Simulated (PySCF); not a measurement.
How methods differ on the ionisation energy of Ne(2+)

Ne(2+) [He] 2s2 2p4 (3P) → Ne(3+) [He] 2s2 2p3 (4S), as a difference of total energies. Computed with PySCF 2.14 in ANO-RCC-VTZP, with the spin-free X2C one-electron Hamiltonian (Gaussian nucleus). Correlated levels: valence and next inner shell: nothing frozen. The calculations carry no spin-orbit coupling.

```
                                method  ionisation energy (eV)
                                   UHF                  61.849
    MP2 (valence and next inner shell)                  63.046
SCS-MP2 (valence and next inner shell)                  63.137
   CCSD (valence and next inner shell)                  63.084
CCSD(T) (valence and next inner shell)                  63.100
```

A first-order spin-orbit estimate (lowest level to lowest level, LS coupling) adds 0.038 eV.

Errors of the correlated levels include the incompleteness of this basis.

Task: Which method comes closest to the reference value, and which is furthest?

Result: The reference is 63.423 eV (measured; NIST Atomic Spectra Database, ionization energies). Closest: SCS-MP2 (valence and next inner shell) (error -0.248 eV); furthest: UHF (error -1.537 eV), both after the spin-orbit estimate.
